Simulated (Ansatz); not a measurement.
GaGeH₅O, SMILES `[GaH2][O][GeH3]`. Charge 0, multiplicity 1. Geometry: relaxed with PBE0-D4/def2-TZVP.

```xyz
8

Ga    1.340    0.304   -1.215
O     0.243   -0.724   -0.261
Ge   -1.014   -0.315    0.915
H     2.309   -0.485   -2.146
H     1.210    1.851   -1.014
H    -1.103    1.218    1.073
H    -0.637   -0.970    2.255
H    -2.348   -0.878    0.394
```

What is the dipole moment at B3LYP/def2-TZVPP? (An estimate is asked.)

Ansatz gave: 0.87 D, with components (0.07, 0.87, -0.02) D in this frame, pointing from negative to positive charge.

And with PBE, r2SCAN, ωB97M-V? (An estimate is asked.)

Computed: PBE 0.76 D, r2SCAN 0.81 D, ωB97M-V 0.90 D.

Give the Mulliken charges with B3LYP, r2SCAN, ωB97M-V in def2-TZVPP. (Estimate.)

Computed: 
```
atom  B3LYP  r2SCAN  ωB97M-V
 Ga1   0.35    0.38     0.32
  O2  -0.48   -0.50    -0.51
 Ge3   0.31    0.34     0.26
  H4  -0.04   -0.05    -0.01
  H5  -0.06   -0.07    -0.03
  H6  -0.03   -0.03     0.00
  H7  -0.03   -0.03    -0.01
  H8  -0.03   -0.03    -0.01
```

B3LYP here is the variant with VWN-RPA as its local correlation; programs differ in this.
